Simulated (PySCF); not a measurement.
C₂H₃N, SMILES [C-]#[N+]C. Atoms are numbered in the order given.

```xyz
6

C      0.0000     0.0000    -1.0998
N      0.0000     0.0000     0.3097
C      0.0000     0.0000     1.4738
H     -0.8884     0.5129    -1.4705
H      0.8884     0.5129    -1.4705
H      0.0000    -1.0258    -1.4705
```
Charge 0, spin multiplicity 1.

Geometry: PBE0-D3(BJ)/def2-TZVP.

The numbers are results of PySCF with PBE0/pcJ-1, not measurements.

Isotropic couplings with Fermi-contact, spin-dipole and both spin-orbit terms, one fixed conformer, no vibrational averaging. Isotopes: 13C, 14N, 1H.

```
pair   bonds apart  J (Hz)
-----  -----------  ------
C1–N2            1    10.4
C1–H4            1       ?
C1–H5            1       ?
C1–H6            1       ?
N2–C3            1     6.5
C1–C3            2    -8.5
N2–H4            2    -2.1
N2–H5            2    -2.1
N2–H6            2    -2.1
H4–H5            2       ?
H4–H6            2       ?
H5–H6            2       ?
C3–H4            3       ?
C3–H5            3       ?
C3–H6            3       ?
```

Q: What belongs in the gaps? (Estimate from the structure and the level; the computed values follow.)

A: 
- C1–H4, J (Hz): 139.3
- C1–H5, J (Hz): 139.3
- C1–H6, J (Hz): 139.3
- H4–H5, J (Hz): -16.1
- H4–H6, J (Hz): -16.1
- H5–H6, J (Hz): -16.1
- C3–H4, J (Hz): 2.3
- C3–H5, J (Hz): 2.3
- C3–H6, J (Hz): 2.3
